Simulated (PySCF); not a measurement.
A structure optimised at B3LYP-D3(BJ)/def2-TZVP, used in a PySCF frequency run:

```xyz
3

Cd     0.0000     0.0000     0.0000
Cl     0.0000     0.0000    -2.2851
Cl     0.0000     0.0000     2.2851
```
Charge 0, spin multiplicity 1.

Question: Write its SMILES, formula and point group.

Answer: [Cl][Cd][Cl], CdCl2, D∞h

Question: What are its rotational constants (standard atomic weights)?

Answer: 1.3651 GHz (linear rotor, B only)
